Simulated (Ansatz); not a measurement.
Geometry optimisation, RKS PBE0-D4/def2-SVP (Ansatz).

Input:

```yaml
crystal:
  periodic: [false, false, false]
  atoms:
    - { symbol: O, position_ang: [0.9314, 1.51448, 0.10412] }
    - { symbol: C, position_ang: [0.76912, 0.12042, 0.4114] }
    - { symbol: Si, position_ang: [1.6328, -0.76134, 1.61792] }
    - { symbol: S, position_ang: [2.41711, -2.43159, 2.49444] }
    - { symbol: H, position_ang: [0.12043, 1.97106, 0.34645] }
total_charge: -1
basis:
  gaussian: { orbitals: def2-SVP }
hamiltonian:
  xc: pbe0
  dispersion: d4
relax:
  f_tol: 0.015
  max_steps: 40
```

Run as:

```bash
$ ansatz run input.yaml --threads 1 --pin off --max-ram 2048MiB --backend cpu --events-out ev --progress --plain --runs-dir out
```

Problem. Where does it end, and by what steps?

Solution. The forces met the threshold. Limits of this set-up: an anion without diffuse functions, the dipole of an ion depends on the origin. After 7 steps the energy has fallen by 0.439 eV; Si3 moved furthest, 0.37 Å.

| step | energy less start (eV) | largest force component (eV/Å) | accepted |
| --- | --- | --- | --- |
| 0 | 0.0000 | 1.712 | yes |
| 1 | -0.2111 | 1.763 | yes |
| 2 | -0.3737 | 1.059 | yes |
| 3 | -0.4191 | 0.560 | yes |
| 4 | -0.4307 | 0.301 | yes |
| 5 | -0.4379 | 0.188 | yes |
| 6 | -0.4390 | 0.019 | yes |
| 7 | -0.4391 | 0.011 | yes |

```xyz
5
Properties=species:S:1:pos:R:3
O 0.784 1.429 -0.047
C 1.073 0.275 0.560
Si 1.915 -0.571 1.770
S 2.112 -2.515 2.330
H -0.014 1.795 0.362
```

Whether the end is a true minimum wasn't checked by a vibrational analysis.

The run took 22 s on 1 thread of Arm Neoverse V1, on a shared host, peak memory 0.15 GiB.
